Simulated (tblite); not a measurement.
C₅H₈ClFSi.
Numbering: `[CH:1]#[C:2][CH2:3][C@@:4]([F:5])([Cl:6])[SiH2:7][CH3:8]` (hydrogens: H9 on C1; H10, H11 on C3; H12, H13 on Si7; H14, H15, H16 on C8)

Computed geometry: GFN2-xTB, gas phase.

Problem. What internal coordinates does the optimisation give?

Solution. 
```json
{"bond": "C1≡C2", "length (Å)": "1.196"}
{"bond": "C2–C3", "length (Å)": "1.446"}
{"bond": "C3–C4", "length (Å)": "1.523"}
{"bond": "C4–F5", "length (Å)": "1.380"}
{"bond": "C4–Cl6", "length (Å)": "1.798"}
{"bond": "C4–Si7", "length (Å)": "1.939"}
{"bond": "Si7–C8", "length (Å)": "1.890"}
{"bond": "C1–H9", "length (Å)": "1.049"}
{"bond": "C3–H10", "length (Å)": "1.095"}
{"bond": "C3–H11", "length (Å)": "1.096"}
{"bond": "Si7–H12", "length (Å)": "1.460"}
{"bond": "Si7–H13", "length (Å)": "1.468"}
{"bond": "C8–H14, C8–H15, C8–H16", "length (Å)": "1.087"}
```

Bonds in one row agree within 0.01 Å and their mean is given. A selection of angles:
```json
{"angle": "C1–C2–C3", "degrees": "178.5"}
{"angle": "C2–C3–C4", "degrees": "111.7"}
{"angle": "C3–C4–F5", "degrees": "107.5"}
{"angle": "C3–C4–Cl6", "degrees": "109.1"}
{"angle": "C3–C4–Si7", "degrees": "116.6"}
{"angle": "F5–C4–Cl6", "degrees": "106.3"}
{"angle": "F5–C4–Si7", "degrees": "109.0"}
{"angle": "Cl6–C4–Si7", "degrees": "107.8"}
{"angle": "C4–Si7–C8", "degrees": "106.3"}
```

Dihedral angles: C2–C3–C4–F5 -177° (antiperiplanar); C3–C4–Si7–C8 174° (antiperiplanar).

Si7 (SiH2 silicon) is distorted tetrahedral (angles from 105.5° to 114.1°). The C–Si distances run from 1.890 Å (Si7–C8, drawn single) to 1.939 Å (C4–Si7, drawn single), a spread of 0.049 Å. The 3 C–C bonds span 1.196 Å (C1≡C2, drawn triple) to 1.523 Å (C3–C4, drawn single), a spread of 0.327 Å.

Point group: C1 (no symmetry element, even within 0.4 Å). Its GFN2-xTB frequencies are all real (lowest 39 cm⁻¹). One conformer, not necessarily the lowest. 3 starts were optimised and ended at 0.00, 0.39 and 1.03 kcal/mol (GFN2-xTB); the lowest of these is shown.
